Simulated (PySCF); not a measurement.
# Two-component Hartree-Fock for In(47+) (indium, charge +47)

Start: 1s2. Calculated with PySCF 2.14 in an even-tempered Gaussian basis (17 s from 11 bohr⁻², ratio 2.6; 12 p from 15 bohr⁻², ratio 2.6; 6 d from 15 bohr⁻², ratio 2.8; 3 f from 640 bohr⁻², ratio 2.8): generalised Hartree-Fock with the X2C-1e Hamiltonian and a Gaussian nucleus; spin-orbit coupling (SO) screened by Boettger's factors.

```
spinor shell  electrons  ε, screened SO (eV)  weight of nominal j (screened SO)  rms radius, screened SO (bohr)
       1s1/2          2             -32890.2                              1.000                          0.0338
```

| quantity | screened SO |
| --- | --- |
| E (hartree) | -2450.09590 |
| M_J | 0 |
| ⟨J²⟩ | 0.000 |
| ⟨L²⟩ | 0.000 |
| ⟨S²⟩ | 0.000 |

Breit and QED terms are absent; they matter most for the inner s and p1/2 levels.

Densities and radii are taken from the X2C orbitals without a picture-change correction, which distorts them close to the nucleus.
